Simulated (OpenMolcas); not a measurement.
**Co2+, Rh2+, Ir2+: d⁷ down the group**

* Program: OpenMolcas
* Method: RASSCF
* Basis: ANO-RCC-VTZP
* Scalar Hamiltonian: DKH2, point nucleus
* Spin-orbit coupling: RASSI with atomic mean-field integrals over the reference wave functions, term energies averaged over their components

Active space for each ion: 7 electrons in 9 orbitals (RAS2 d s; RAS3 p, at most 2 electrons).

Computed levels in cm-1 above ⁴F_9/2:

```tsv
Level	Co2+	Rh2+	Ir2+
⁴F_7/2	933	2188	7819
⁴F_5/2	1622	3620	9916
⁴P_5/2	20154	14886	13517
²G_9/2	20217	15898	18116
⁴P_1/2	20894	16426	17798
²G_7/2	21111	18043	23253
²H_11/2	27010	21377	24852
²P_1/2	27502	22876	30197
²H_9/2	27801	23507	32735
weight of ⁴F in the lowest level (%)	100	98	87
```

Mixed levels, with the weight of the term that names them: Ir2+ ⁴F_5/2 (69 %), Ir2+ ⁴P_5/2 (65 %), Ir2+ ²G_9/2 (66 %), Ir2+ ⁴P_1/2 (54 %), Ir2+ ²P_1/2 (67 %).

Measured, with the error of the calculation in %. Measured levels: Co2+ from Sugar and Corliss, J. Phys. Chem. Ref. Data 10, 1097 (1981); Rh2+ from the list in Shadmi, J. Res. Natl. Bur. Stand. 70A, 435 (1966).

```
  Level           Co2+           Rh2+
 ⁴F_7/2    841 (+11.0)    2148 (+1.9)
 ⁴F_5/2   1451 (+11.7)    3486 (+3.9)
 ⁴P_5/2  15202 (+32.6)  11062 (+34.6)
 ²G_9/2  16978 (+19.1)               
 ⁴P_1/2  15811 (+32.1)               
 ²G_7/2  17766 (+18.8)               
²H_11/2  22720 (+18.9)               
 ²H_9/2  23434 (+18.6)
```

The fine-structure level ⁴F_5/2 changes by a factor of 6.11 from Co2+ to Ir2+.

Without spin-orbit coupling ⁴P lies 19530, 13492, 9391 cm-1 above ⁴F in that order; the difference to the level ⁴P_5/2, of either sign, comes from spin-orbit coupling, which also lowers the zero.

Some high roots are left out of the spin-orbit mixing, which shifts the levels that they would mix with. Without dynamic correlation excited terms often stand tens of per cent too high (terms of higher spin than the ground term too low), and those without a measured partner can miss by more than the paired ones. Terms from blocks run as CI alone lack orbitals of their own. Computed and measured levels are paired by configuration, term and J; levels that our copy of the source lacks, or whose pairing is in doubt (as where it misses far off the trend of its configuration), stay unpaired and out of the deviations. Levels of configurations outside the active space are missing.
